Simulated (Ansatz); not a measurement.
Frontier orbitals of CH7AlSi2 (`[AlH2][SiH]1C[SiH2]1`).

```xyz
11

Al    0.3049   -1.9735   -0.3285
Si   -1.1803   -0.3761    0.6728
C    -0.9458    1.3529   -0.0820
Si    0.8197    0.7223   -0.1034
H     0.9004   -3.0295    0.6926
H     0.3144   -2.1588   -1.9036
H    -0.8166   -0.1577    2.1142
H    -1.1641    2.1866    0.5797
H    -1.3753    1.4905   -1.0715
H     1.4027    0.6355   -1.4650
H     1.7401    1.3077    0.8947
```

Total charge 0; spin multiplicity 1. Geometry: relaxed with PBE0-D4/def2-TZVP. Basis def2-TZVPP, Ansatz 0.2.0.

```tsv
functional	HOMO (eV)	LUMO (eV)
ωB97M-V	-8.59	-0.26
```

(1) Give HOMO and LUMO (eV) with LDA (SPW92), PBE, revPBE, BLYP, r2SCAN, B97M-V, PBE0, B3LYP, r2SCANh, r2SCAN0, HSE06 (plane-wave form), BHLYP, CAM-B3LYP, LC-ωPBE, ωB97X-V, HF. (Estimate.)

Answers

(1) The calculation gave: 
```json
{"functional": "LDA (SPW92)", "HOMO": "-5.99", "LUMO": "-2.87"}
{"functional": "PBE", "HOMO": "-5.88", "LUMO": "-2.72"}
{"functional": "revPBE", "HOMO": "-5.84", "LUMO": "-2.65"}
{"functional": "BLYP", "HOMO": "-5.69", "LUMO": "-2.55"}
{"functional": "r2SCAN", "HOMO": "-6.06", "LUMO": "-2.60"}
{"functional": "B97M-V", "HOMO": "-6.13", "LUMO": "-2.68"}
{"functional": "PBE0", "HOMO": "-6.75", "LUMO": "-2.00"}
{"functional": "B3LYP", "HOMO": "-6.55", "LUMO": "-2.14"}
{"functional": "r2SCANh", "HOMO": "-6.38", "LUMO": "-2.33"}
{"functional": "r2SCAN0", "HOMO": "-6.86", "LUMO": "-1.94"}
{"functional": "HSE06 (plane-wave form)", "HOMO": "-6.37", "LUMO": "-2.36"}
{"functional": "BHLYP", "HOMO": "-7.45", "LUMO": "-1.14"}
{"functional": "CAM-B3LYP", "HOMO": "-7.83", "LUMO": "-0.99"}
{"functional": "LC-ωPBE", "HOMO": "-9.03", "LUMO": "-0.07"}
{"functional": "ωB97X-V", "HOMO": "-8.75", "LUMO": "-0.10"}
{"functional": "HF", "HOMO": "-8.53", "LUMO": "0.93"}
```

B3LYP here is the variant with VWN-RPA as its local correlation; programs differ in this. LC-ωPBE has ω = 0.4 bohr⁻¹.
